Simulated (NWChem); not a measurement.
System: C2H5F3Si; SMILES C[Si@@H](F)C(F)F

Input file for NWChem:

```
start job
memory heap 200 mb stack 900 mb global 1100 mb
geometry units angstroms noautoz
  C     -1.150131     1.881126    -0.148157
  Si     0.287392     0.729540    -0.372778
  F      1.333684     0.915542     0.857945
  C     -0.332428    -1.082840    -0.327552
  F      0.712664    -1.949245    -0.341711
  F     -1.042075    -1.289788     0.817130
  H     -0.813838     2.925915    -0.068269
  H     -1.701022     1.620496     0.768572
  H     -1.846561     1.811643    -0.998975
  H      1.036553     0.939374    -1.641706
  H     -0.994159    -1.343980    -1.177918
end
basis spherical
  * library def2-tzvp
end
dft
  xc xcamb88 1.00 lyp 0.81 vwn_5 0.19 hfexch 1.00
  cam 0.33 cam_alpha 0.19 cam_beta 0.46
  iterations 150
  semidirect filesize 400000000
  mulliken
end
task dft energy
```

All runs use the structure optimised with PBE0/def2-SVP.

Problem. Predict the main results of this run. (CAM-B3LYP/def2-TZVP.) Quantities: energy (Ha); highest occupied level (eV); orbital gap (eV); dipole (D).

Solution. 
```json
{
 "energy (Ha)": "-668.38",
 "highest occupied level (eV)": "-10.07",
 "orbital gap (eV)": "11.24",
 "dipole (D)": "3.38"
}
```
